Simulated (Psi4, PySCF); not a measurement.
Here is a job for Psi4.
```
memory 2 GB

molecule mol {
0 2
C    -0.012803    0.204645    1.024738
C     0.001686    0.323354   -0.263813
Cl   -0.021398   -0.940103    2.184399
Cl    0.020572   -1.073532   -1.372585
Cl    0.004750    1.827282   -1.080375
}

set {
  basis def2-svpd
  reference uks
  scf_type pk
  puream true
  d_convergence 1e-8
  dft_radial_points 99
  dft_spherical_points 590
}

energy('revpbe')
print_variables()
```

Q: Write the same job for PySCF.

A: This is not unique; one that fits is 
```python
from pyscf import gto, scf, dft

mol = gto.Mole()
mol.atom = '''
    C    -0.01280289    0.20464514    1.02473773
    C     0.00168582    0.32335442   -0.26381268
    Cl   -0.02139799   -0.94010326    2.18439863
    Cl    0.02057196   -1.07353155   -1.37258546
    Cl    0.00474969    1.82728202   -1.08037495
'''
mol.basis = 'def2-svpd'
mol.spin = 1
mol.verbose = 4
mol.build()

mf = dft.UKS(mol)
mf.xc = 'revpbe'
mf.grids.atom_grid = (99, 590)
mf.grids.prune = None
mf.kernel()
```

Both were run: Psi4 gave -1455.963184 Eh and PySCF -1455.963183 Eh, 0.001 mEh apart.
